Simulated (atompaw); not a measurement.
## u(r) = r·R(r): atom against pseudo-atom (Ga)

Columns: radius, all-electron u(r) and pseudo u(r) of the 4s shell (level -10.06 eV) of gallium in the configuration [Ar] 3d10 4s1 4p2; PBEsol, scalar-relativistic, PAW (atompaw) scheme, atompaw 4.2.0.5.

```json
{"r (bohr)": "0.081", "all-electron": "0.0735", "pseudo": "0.0293"}
{"r (bohr)": "0.162", "all-electron": "0.1925", "pseudo": "0.0590"}
{"r (bohr)": "0.242", "all-electron": "0.0438", "pseudo": "0.0892"}
{"r (bohr)": "0.323", "all-electron": "-0.1529", "pseudo": "0.1210"}
{"r (bohr)": "0.404", "all-electron": "-0.2829", "pseudo": "0.1544"}
{"r (bohr)": "0.485", "all-electron": "-0.3242", "pseudo": "0.1895"}
{"r (bohr)": "0.565", "all-electron": "-0.2940", "pseudo": "0.2259"}
{"r (bohr)": "0.646", "all-electron": "-0.2158", "pseudo": "0.2645"}
{"r (bohr)": "0.727", "all-electron": "-0.1113", "pseudo": "0.3047"}
{"r (bohr)": "0.808", "all-electron": "0.0038", "pseudo": "0.3461"}
{"r (bohr)": "0.888", "all-electron": "0.1176", "pseudo": "0.3878"}
{"r (bohr)": "0.969", "all-electron": "0.2264", "pseudo": "0.4302"}
{"r (bohr)": "1.050", "all-electron": "0.3253", "pseudo": "0.4724"}
{"r (bohr)": "1.131", "all-electron": "0.4124", "pseudo": "0.5134"}
{"r (bohr)": "1.212", "all-electron": "0.4873", "pseudo": "0.5527"}
{"r (bohr)": "1.292", "all-electron": "0.5493", "pseudo": "0.5889"}
{"r (bohr)": "1.373", "all-electron": "0.6007", "pseudo": "0.6224"}
{"r (bohr)": "1.454", "all-electron": "0.6415", "pseudo": "0.6519"}
{"r (bohr)": "1.535", "all-electron": "0.6729", "pseudo": "0.6768"}
{"r (bohr)": "1.615", "all-electron": "0.6954", "pseudo": "0.6965"}
{"r (bohr)": "1.696", "all-electron": "0.7109", "pseudo": "0.7110"}
{"r (bohr)": "1.777", "all-electron": "0.7198", "pseudo": "0.7198"}
{"r (bohr)": "1.858", "all-electron": "0.7229", "pseudo": "0.7229"}
{"r (bohr)": "1.938", "all-electron": "0.7213", "pseudo": "0.7213"}
{"r (bohr)": "2.019", "all-electron": "0.7155", "pseudo": "0.7155"}
{"r (bohr)": "2.100", "all-electron": "0.7062", "pseudo": "0.7062"}
```

(1) How many radial nodes do the two functions have?

(2) At about which radius was the pseudo-wave matched?

(3) Is the pseudo-wave norm-conserving?

Results:

(1) The all-electron 4s function has n − l − 1 = 3 (the table is too coarse to show those close to the nucleus); the pseudo-wave has 0, since the states of the same l below it are removed with the core.

(2) 1.75 bohr, where the columns begin to agree (steps of 0.08 bohr).

(3) No, it belongs to a PAW set: the norm inside the radius is not constrained, and the difference is carried by the augmentation charge.
